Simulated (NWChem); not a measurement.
System: MgSi₂H₆; SMILES [SiH3][Mg][SiH3]

NWChem input:

```
start job
memory heap 200 mb stack 900 mb global 1100 mb
geometry units angstroms noautoz
  Mg    -0.000152    -0.000006     0.000141
  Si    -0.000638     2.592634     0.000302
  H     -1.254191     3.184230     0.607952
  H      0.099592     3.184969    -1.388829
  H      1.151960     3.185170     0.781970
  Si    -0.000677    -2.592648     0.000223
  H      0.902840    -3.185210    -1.059553
  H     -1.370601    -3.184319    -0.252476
  H      0.465051    -3.184866     1.312842
end
basis spherical
  * library 6-31g*
end
dft
  xc scan
  grid xcoarse
  iterations 150
  mulliken
end
task dft gradient
```

NWChem printed, in part:

```
             Northwest Computational Chemistry Package (NWChem) 7.3.0
             --------------------------------------------------------

 C3  symmetry detected

                             Geometry "geometry" -> ""
                             -------------------------

 Output coordinates in angstroms (scale by  1.889725989 to convert to a.u.)

  No.       Tag          Charge          X              Y              Z
 ---- ---------------- ---------- -------------- -------------- --------------
    1 Mg                  12.0000     0.00000000     0.00000000     0.00000039
    2 Si                  14.0000    -0.00000000     0.00000000     2.59264039
    3 H                    1.0000    -0.60194233    -1.25603181     3.18479606
    4 H                    1.0000    -0.78678429     1.14931326     3.18479606
    5 H                    1.0000     1.38872662     0.10671856     3.18479606
    6 Si                  14.0000     0.00000000     0.00000000    -2.59264161
    7 H                    1.0000     0.04676995     1.39203993    -3.18479194
    8 H                    1.0000    -1.22892691    -0.65551600    -3.18479194
    9 H                    1.0000     1.18215696    -0.73652393    -3.18479194

 Effective nuclear repulsion energy (a.u.)     138.4247535816

      Symmetry information
      --------------------

 Group name             C3
 Group number              5
 Group order               3
 No. of unique centers     5

                                 NWChem DFT Module
                                 -----------------

 Summary of "ao basis" -> "ao basis" (spherical)
 ------------------------------------------------------------------------------
       Tag                 Description            Shells   Functions and Types
 ---------------- ------------------------------  ------  ---------------------
 Mg                          6-31g*                  8       18   4s3p1d
 Si                          6-31g*                  8       18   4s3p1d
 H                           6-31g*                  2        2   2s

      Symmetry analysis of basis
      --------------------------

        a          28
        e+         19
        e-         19

  Rotation of axis

            General Information
            -------------------
          SCF calculation type: DFT
          Wavefunction type:  closed shell.
          No. of atoms     :     9
          No. of electrons :    46
           Alpha electrons :    23
            Beta electrons :    23
          Charge           :     0
          Spin multiplicity:     1
          Use of symmetry is: on ; symmetry adaption is: on
          Maximum number of iterations: 150
          AO basis - number of functions:    66
                     number of shells:    36
          Convergence on energy requested:  1.00D-06
          Convergence on density requested:  1.00D-05
          Convergence on gradient requested:  5.00D-04

              XC Information
              --------------
                         SCAN Method XC Functional
                  SCAN metaGGA Exchange Functional  1.000
                        SCAN Correlation Potential  1.000

             Grid Information
             ----------------
          Grid used for XC integration:  xcoarse
          Radial quadrature: Mura-Knowles
          Angular quadrature: Lebedev.
          Tag              B.-S. Rad. Rad. Pts. Rad. Cut. Ang. Pts.
          ---              ---------- --------- --------- ---------
          Mg                  1.50       42          10.0       194
          Si                  1.10       42          13.0       194
          H                   0.35       21          14.0       194
          Grid pruning is: on
          Number of quadrature shells:   168
          Spatial weights used:  Erf1

      Superposition of Atomic Density Guess
      -------------------------------------

 Sum of atomic energies:        -780.21922957

      Non-variational initial energy
      ------------------------------

 Total energy =    -780.762250
 1-e energy   =   -1359.291296
 2-e energy   =     440.104292
 HOMO         =      -0.220165
 LUMO         =       0.000265

      Symmetry analysis of molecular orbitals - initial
      -------------------------------------------------

  Numbering of irreducible representations:

     1 a           2 e+          3 e-

  Orbital symmetries:

     1 a           2 a           3 a           4 a           5 a
     6 e+          7 e+          8 e+          9 e+         10 a
    11 a          12 a          13 a          14 e+         15 e+
    16 a          17 a          18 e+         19 e+         20 e+
    21 e+         22 a          23 a          24 a          25 e+
    26 e+         27 a          28 e+         29 e+         30 a
    31 e+         32 e+         33 a

     ---------------------------------------------
      Total Density - Mulliken Population Analysis
     ---------------------------------------------

    Atom       Charge   Shell Charges
 -----------   ------   -------------------------------------------------------
    1 Mg  12    11.38   2.00  2.00  5.97  0.72  0.32  0.37 -0.03  0.03
    2 Si  14    14.13   2.00  2.00  5.97  1.02  1.79  0.40  0.87  0.08
    3 H    1     1.06   0.46  0.60
    4 H    1     1.06   0.46  0.60
    5 H    1     1.06   0.46  0.60
    6 Si  14    14.13   2.00  2.00  5.97  1.02  1.79  0.40  0.87  0.08
    7 H    1     1.06   0.46  0.60
    8 H    1     1.06   0.46  0.60
    9 H    1     1.06   0.46  0.60

   convergence    iter        energy       DeltaE   RMS-Dens  Diis-err
 ---------------- ----- ----------------- --------- --------- ---------
 d= 0,ls=0.0,diis     1   -782.6136081713 -9.21D+02  1.06D-02  1.14D-01
 d= 0,ls=0.0,diis     2   -782.6338258328 -2.02D-02  3.72D-03  1.35D-02
 d= 0,ls=0.0,diis     3   -782.6363248510 -2.50D-03  1.28D-03  4.19D-03
 d= 0,ls=0.0,diis     4   -782.6373194132 -9.95D-04  9.77D-05  1.47D-05
 d= 0,ls=0.0,diis     5   -782.6373232317 -3.82D-06  1.43D-05  3.15D-07
 d= 0,ls=0.0,diis     6   -782.6373233086 -7.69D-08  2.15D-06  5.19D-09

         Total DFT energy =     -782.637323308620
      One electron energy =    -1361.701919248252
           Coulomb energy =      501.204529168487
    Exchange-Corr. energy =      -60.564686810406
 Nuclear repulsion energy =      138.424753581551

 Numeric. integr. density =       45.997215856986

                  Occupations of the irreducible representations
                  ----------------------------------------------

                     irrep           alpha         beta
                     --------     --------     --------
                     a                13.0         13.0
                     e+               10.0         10.0
                     e-                0.0          0.0

                       DFT Final Molecular Orbital Analysis
                       ------------------------------------

 Vector   21  Occ=2.000000D+00  E=-3.065366D-01  Symmetry=e+
              MO Center= -1.4D-01, -2.5D-01, -5.1D-01, r^2= 1.1D+01
   Bfn.  Coefficient  Atom+Function         Bfn.  Coefficient  Atom+Function
  ----- ------------  ---------------      ----- ------------  ---------------
    49      0.254908  6 Si px                64     -0.236134  8 H  s
    25     -0.212000  2 Si px                63     -0.210703  8 H  s
    42     -0.174042  5 H  s                 38      0.170793  3 H  s
    50      0.161764  6 Si py                41     -0.155560  5 H  s
    37      0.152709  3 H  s                 26     -0.140189  2 Si py

 Vector   22  Occ=2.000000D+00  E=-2.611277D-01  Symmetry=a
              MO Center=  3.5D-17, -2.0D-16, -3.7D-03, r^2= 5.5D+00
   Bfn.  Coefficient  Atom+Function         Bfn.  Coefficient  Atom+Function
  ----- ------------  ---------------      ----- ------------  ---------------
     6      0.441087  1 Mg s                 27     -0.258607  2 Si pz
    51      0.259825  6 Si pz                 2     -0.197992  1 Mg s
    10      0.134062  1 Mg s                 31     -0.116180  2 Si pz
    55      0.115692  6 Si pz                23      0.108655  2 Si pz
    47     -0.109077  6 Si pz                38     -0.076453  3 H  s

 Vector   23  Occ=2.000000D+00  E=-2.142463D-01  Symmetry=a
              MO Center=  6.4D-16,  2.3D-16,  6.4D-03, r^2= 6.5D+00
   Bfn.  Coefficient  Atom+Function         Bfn.  Coefficient  Atom+Function
  ----- ------------  ---------------      ----- ------------  ---------------
    27     -0.333180  2 Si pz                51     -0.332904  6 Si pz
     9      0.312367  1 Mg pz                31     -0.184121  2 Si pz
    55     -0.182728  6 Si pz                28      0.159488  2 Si s
    52     -0.159280  6 Si s                  5     -0.138859  1 Mg pz
    23      0.134743  2 Si pz                47      0.134535  6 Si pz

 Vector   24  Occ=0.000000D+00  E=-6.188978D-02  Symmetry=e+
              MO Center=  4.0D-03, -1.4D-02, -2.0D-03, r^2= 5.8D+00
   Bfn.  Coefficient  Atom+Function         Bfn.  Coefficient  Atom+Function
  ----- ------------  ---------------      ----- ------------  ---------------
     8      0.455885  1 Mg py                12      0.445305  1 Mg py
    62     -0.251644  7 H  s                 40     -0.249515  4 H  s
    38      0.196579  3 H  s                 66      0.195261  9 H  s
     4     -0.156151  1 Mg py                54      0.156232  6 Si py
    30      0.153899  2 Si py                 7     -0.129655  1 Mg px

 Vector   25  Occ=0.000000D+00  E=-6.188978D-02  Symmetry=e+
              MO Center= -4.0D-03,  1.4D-02, -2.0D-03, r^2= 5.8D+00
   Bfn.  Coefficient  Atom+Function         Bfn.  Coefficient  Atom+Function
  ----- ------------  ---------------      ----- ------------  ---------------
     7      0.455885  1 Mg px                11      0.445305  1 Mg px
    42     -0.257553  5 H  s                 64      0.258021  8 H  s
    66     -0.177839  9 H  s                 38      0.174620  3 H  s
     3     -0.156151  1 Mg px                53      0.156232  6 Si px
    29      0.153899  2 Si px                 8      0.129655  1 Mg py

 Vector   26  Occ=0.000000D+00  E=-3.805029D-02  Symmetry=a
              MO Center= -2.5D-15,  1.1D-15, -3.9D-04, r^2= 7.0D+00
   Bfn.  Coefficient  Atom+Function         Bfn.  Coefficient  Atom+Function
  ----- ------------  ---------------      ----- ------------  ---------------
    10      1.256423  1 Mg s                 52     -0.509048  6 Si s
    28     -0.505001  2 Si s                 31      0.383417  2 Si pz
    55     -0.382399  6 Si pz                24     -0.303555  2 Si s
    48     -0.303488  6 Si s                  6      0.277618  1 Mg s
    27      0.216245  2 Si pz                51     -0.217011  6 Si pz

     ---------------------------------------------
      Total Density - Mulliken Population Analysis
     ---------------------------------------------

    Atom       Charge   Shell Charges
 -----------   ------   -------------------------------------------------------
    1 Mg  12    11.50   2.00  2.00  5.96  0.74  0.59  0.18 -0.03  0.07
    2 Si  14    14.07   2.00  2.00  5.97  0.97  1.94  0.41  0.69  0.09
    3 H    1     1.06   0.49  0.57
    4 H    1     1.06   0.49  0.57
    5 H    1     1.06   0.49  0.57
    6 Si  14    14.07   2.00  2.00  5.97  0.97  1.94  0.41  0.69  0.09
    7 H    1     1.06   0.49  0.57
    8 H    1     1.06   0.49  0.57
    9 H    1     1.06   0.49  0.57

     -------------------------------------------
      Total Density - Lowdin Population Analysis
     -------------------------------------------

    Atom       Charge   Shell Charges
 -----------   ------   -------------------------------------------------------
    1 Mg  12    11.80   2.00  1.98  5.89  0.56  0.64  0.33  0.28  0.12
    2 Si  14    14.05   2.00  1.98  5.89  0.71  1.76  0.42  1.17  0.11
    3 H    1     1.02   0.48  0.54
    4 H    1     1.02   0.48  0.54
    5 H    1     1.02   0.48  0.54
    6 Si  14    14.05   2.00  1.98  5.89  0.71  1.76  0.42  1.17  0.11
    7 H    1     1.02   0.48  0.54
    8 H    1     1.02   0.48  0.54
    9 H    1     1.02   0.48  0.54

     Multipole analysis of the density
     ---------------------------------

     L   x y z        total         alpha         beta         nuclear
     -   - - -        -----         -----         ----         -------
     0   0 0 0     -0.000000    -23.000000    -23.000000     46.000000

     1   1 0 0      0.000000      0.000000      0.000000      0.000000
     1   0 1 0     -0.000000     -0.000000     -0.000000      0.000000
     1   0 0 1      0.000505      0.000253      0.000253     -0.000000

     2   2 0 0    -30.520134    -25.651631    -25.651631     20.783129
     2   1 1 0     -0.000000     -0.000000     -0.000000      0.000000
     2   1 0 1      0.000000      0.000000      0.000000      0.000000
     2   0 2 0    -30.520134    -25.651631    -25.651631     20.783129
     2   0 1 1      0.000000      0.000000      0.000000     -0.000000
     2   0 0 2    -44.403777   -466.919960   -466.919960    889.436142

            General Information
            -------------------
          SCF calculation type: DFT
          Wavefunction type:  closed shell.
          No. of atoms     :     9
          No. of electrons :    46
           Alpha electrons :    23
            Beta electrons :    23
          Charge           :     0
          Spin multiplicity:     1
          Use of symmetry is: on ; symmetry adaption is: on
          Maximum number of iterations: 150
          AO basis - number of functions:    66
                     number of shells:    36
          Convergence on energy requested:  1.00D-06
          Convergence on density requested:  1.00D-05
          Convergence on gradient requested:  5.00D-04

              XC Information
              --------------
                         SCAN Method XC Functional
                  SCAN metaGGA Exchange Functional  1.000
                        SCAN Correlation Potential  1.000

             Grid Information
             ----------------
          Grid used for XC integration:  xcoarse
          Radial quadrature: Mura-Knowles
          Angular quadrature: Lebedev.
          Tag              B.-S. Rad. Rad. Pts. Rad. Cut. Ang. Pts.
          ---              ---------- --------- --------- ---------
          Mg                  1.50       42          10.0       194
          Si                  1.10       42          13.0       194
          H                   0.35       21          14.0       194
          Grid pruning is: on
          Number of quadrature shells:   168
          Spatial weights used:  Erf1

          Convergence Information
          -----------------------
          Convergence aids based upon iterative change in
          total energy or number of iterations.
          Levelshifting, if invoked, occurs when the
          HOMO/LUMO gap drops below (HL_TOL):  1.00D-02
          DIIS, if invoked, will attempt to extrapolate
          using up to (NFOCK): 10 stored Fock matrices.

[...]

                         DFT ENERGY GRADIENTS

    atom               coordinates                        gradient
                 x          y          z           x          y          z
   1 Mg      0.000000   0.000000   0.000001    0.000000   0.000000   0.000009
   2 Si     -0.000000   0.000000   4.899380   -0.000000   0.000000  -0.002215
   3 H      -1.137506  -2.373556   6.018392   -0.001728  -0.003973   0.000998
   4 H      -1.486807   2.171887   6.018392   -0.002577   0.003483   0.000998
   5 H       2.624313   0.201669   6.018392    0.004305   0.000490   0.000998
   6 Si      0.000000   0.000000  -4.899382   -0.000000   0.000000   0.000818
   7 H       0.088382   2.630574  -6.018384    0.000099   0.004641  -0.000535
   8 H      -2.322335  -1.238746  -6.018384   -0.004068  -0.002235  -0.000535
   9 H       2.233953  -1.391828  -6.018384    0.003970  -0.002406  -0.000535
```

Level: SCAN/6-31G* (spherical d). All runs use the structure optimised with PBE-D3(BJ)/def2-SVP.
